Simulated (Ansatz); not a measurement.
Relaxation of C2H5ClSi (9 atoms, charge 0, multiplicity 1), to a largest force component of 0.02 eV/Å in at most 50 steps.

Computed with RKS PBE0-D4/6-31G* in Ansatz.

```xyz
9
Properties=species:S:1:pos:R:3
C -0.395 1.324 -0.051
C -0.434 -0.143 0.307
Si 0.748 -1.348 -0.168
Cl 0.572 -3.282 0.388
H 0.500 1.812 0.334
H -0.408 1.478 -1.130
H -1.259 1.831 0.369
H -1.276 -0.451 0.913
H 1.953 -1.221 -0.962
```

Where does it end, and by what steps?

The run converged. After 12 steps the energy has fallen by 0.184 eV; H7 moved furthest, 0.74 Å.

| step | energy less start (eV) | largest force component (eV/Å) | accepted |
| --- | --- | --- | --- |
| 0 | 0.0000 | 1.447 | yes |
| 1 | -0.0683 | 0.566 | yes |
| 2 | -0.0759 | 0.055 | yes |
| 3 | -0.0761 | 0.033 | yes |
| 4 | -0.0765 | 0.043 | yes |
| 5 | -0.0779 | 0.217 | yes |
| 6 | -0.0802 | 0.383 | yes |
| 7 | -0.0905 | 0.445 | yes |
| 8 | -0.1007 | 0.858 | yes |
| 9 | -0.1744 | 0.070 | yes |
| 10 | -0.1825 | 0.031 | yes |
| 11 | -0.1822 | 0.072 | no |
| 12 | -0.1836 | 0.014 | yes |

```xyz
9
Properties=species:S:1:pos:R:3
C -0.358 1.302 -0.040
C -0.323 -0.122 0.434
Si 0.619 -1.365 -0.254
Cl 0.608 -3.286 0.457
H -0.031 1.989 0.752
H 0.286 1.475 -0.909
H -1.377 1.599 -0.321
H -0.954 -0.369 1.287
H 1.531 -1.223 -1.406
```

Whether the end is a true minimum wasn't checked by a vibrational analysis.

The run took 27 s on 1 thread of Intel(R) Xeon(R) 6975P-C (Granite Rapids), with other jobs on the host, peak memory 0.17 GiB.
